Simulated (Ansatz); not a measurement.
BMe2(OH) (C2H7BO). The state is a singlet with charge 0. Geometry PBE-D4/def2-SVP, basis def2-TZVP, Ansatz.

```csv
run,HOMO (eV),LUMO (eV)
A,-9.84,1.17
B,-6.99,-0.42
C,-10.77,1.92
D,-8.03,0.24
E,-7.29,0.00
F,-8.44,0.62
```

HSE06 is defined as in plane-wave codes, on full-range PBE exchange.

Q: The runs used BHLYP, HSE06, PBE, PBE0, r2SCAN, ωB97M-V. Estimate which is which.

A: A BHLYP (50 % exact exchange); B PBE (0 % exact exchange); C ωB97M-V (range-separated); D HSE06 (range-separated); E r2SCAN (0 % exact exchange); F PBE0 (25 % exact exchange). Exact exchange lowers occupied and raises empty levels; among semilocal functionals meta-GGAs tend to open the gap a little, and such runs are hard to tell apart. The gap grows from 6.58 eV (PBE) to 12.68 eV (ωB97M-V).
